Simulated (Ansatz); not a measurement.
C₂H₈Cl₂O₄W, SMILES `C[O][W]([OH])([OH])([Cl])([Cl])[O]C` at its PBE0-D4/def2-TZVP geometry, where that method's forces vanish. Total charge 0; spin multiplicity 1. W: def2 effective core potential.

```xyz
17

C     0.8234   -1.6017    2.1911
O     0.6603   -1.0968    0.8946
W    -0.4663    0.0695    0.0303
O    -0.9002   -0.8834   -1.5530
O    -0.4000    1.0770    1.6376
Cl   -1.9829    1.7808   -0.6348
Cl   -2.3168   -1.1404    0.9151
O     0.8310    0.8746   -0.9920
C     0.9686    1.3349   -2.3079
H     0.7852   -0.7731    2.9041
H     1.7844   -2.1143    2.2506
H     0.0081   -2.2996    2.4032
H    -1.7386   -1.3436   -1.6427
H    -1.0505    1.7586    1.8249
H     0.3700    2.2426   -2.4287
H     0.6031    0.5663   -2.9949
H     2.0213    1.5487   -2.4974
```

Q: What forces (eV/Å) does ωB97M-V/def2-TZVPP give on these atoms in Ansatz 0.2.0? (An estimate is asked.)

A: Computed: 
```
C1   0.034 -0.174  0.446
O2  -0.180  0.268 -0.467
W3   0.460 -0.069 -0.030
O4  -0.041  0.022  0.046
O5  -0.052 -0.008 -0.040
Cl6 -0.046  0.043 -0.016
Cl7 -0.054 -0.028  0.022
O8  -0.189 -0.212  0.491
C9   0.026  0.165 -0.451
H10  0.008 -0.081 -0.063
H11 -0.095  0.053 -0.002
H12  0.081  0.067 -0.018
H13  0.029  0.009  0.004
H14  0.025 -0.017 -0.008
H15  0.060 -0.088  0.009
H16  0.039  0.074  0.061
H17 -0.106 -0.023  0.014
```
